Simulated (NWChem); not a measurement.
Species: Si2H3Cl3; SMILES [SiH3][Si](Cl)(Cl)Cl

Results from NWChem. Geometry: optimised at PBE-D3(BJ)/def2-SVP. Level: PBE0/def2-SVP with SMD (1 M gas to 1 M solution), gas-phase geometry. Reactions with the solvent are ignored.

Question: Order these by “solvation free energy (kcal/mol)”, lowest first: water; chlorobenzene; cyclohexane.

Answer: chlorobenzene (-3.8), cyclohexane (-3.2), water (1.5)
